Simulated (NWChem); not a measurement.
System: CH2O3Si; SMILES C1(O[SiH2]O1)=O

Input file for NWChem:

```
start job
memory heap 200 mb stack 900 mb global 1100 mb
geometry units angstroms noautosym nocenter noautoz
  O      0.000000     0.000000     2.112585
  C      0.000000     0.000000     0.921125
  O      0.000000     1.100562     0.065138
  Si     0.000000     0.000000    -1.267039
  O      0.000000    -1.100562     0.065138
  H     -1.251890     0.000000    -2.076629
  H      1.251890     0.000000    -2.076629
end
basis spherical
  * library sto-3g
end
dft
  xc b3lyp
  iterations 150
end
property
  response 1 0.0773
end
task dft property
```

STO-3G and 3-21G are far too small for this property and stand as cheap habits. Coordinates come from a PBE-D3(BJ)/def2-SVP optimisation.

Field at 589 nm.

### Question
What results follow from this input? (B3LYP/STO-3G.) Quantities: isotropic polarisability (bohr³); anisotropy (bohr³).

### Answer
* **isotropic polarisability (bohr³)**: 21.6
* **anisotropy (bohr³)**: 24.7
